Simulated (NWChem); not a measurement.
# AlH2 cation; SMILES [AlH2+]

Problem. Give the equilibrium geometry at PBE0-D3(BJ)/def2-TZVP (NWChem) as an XYZ file, with the point group.

Solution. point group D*h; any orientation.
```
3

Al     0.0000     0.0000     0.0000
H      0.0000     0.0000    -1.5536
H      0.0000     0.0000     1.5536
```
